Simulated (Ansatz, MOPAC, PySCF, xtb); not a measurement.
Torsion H3–C1–Sn2–H6 in CH4Sn (SMILES [CH3][SnH]); at each angle all else is relaxed with GFN2-xTB, and the levels are single points there.
Geometry at 60° (charge 0, multiplicity 1):
```xyz
6

C     -0.6443     0.0284     0.0022
Sn     1.3769     1.0058    -0.1498
H     -0.7521    -0.4947     0.9527
H     -1.4610     0.7485    -0.0735
H     -0.7806    -0.7105    -0.7878
H      2.2607    -0.5830     0.0154
```

On the grid 0° to 120°, 0° is the highest and 60° the lowest point at CCSD(T)/CBS(def2-TZVPP, def2-QZVPP).

Cores are frozen in the correlated methods. Filled d and f shells under p-block atoms count as core. CBS(a, b) extrapolates the correlation energy as X⁻³ and adds the Hartree–Fock energy of set b. Rows in 3-21G carry no dispersion term and start afresh at each structure; the Pople sets are all-electron and without relativity. The state reached by PM3 isn't checked.

Codes used: Ansatz (an electronic-structure program); MOPAC for PM3 (differences of heats of formation); PySCF for 3-21G rows, the dispersion terms; xtb for the GFN methods. Each number belongs to the level named beside it. In def2 rows elements past Kr take small-core potentials, without spin–orbit coupling.

```csv
level,energy at 0° less that at 60° (meV)
PM3,11.7
GFN2-xTB,26.4
HF/3-21G,23.5
HF/def2-TZVPP,27.1
r2SCAN-D3(BJ)/def2-TZVPP,27.2
B3LYP/3-21G,___
wB97X-V/def2-TZVPP,27.0
CCSD/def2-QZVPP,25.9
"CCSD(T)/CBS(def2-TZVPP, def2-QZVPP)",25.6
```

Question: Fill in the missing entries.

Answer: 
- B3LYP/3-21G, energy at 0° less that at 60° (meV): 24.9
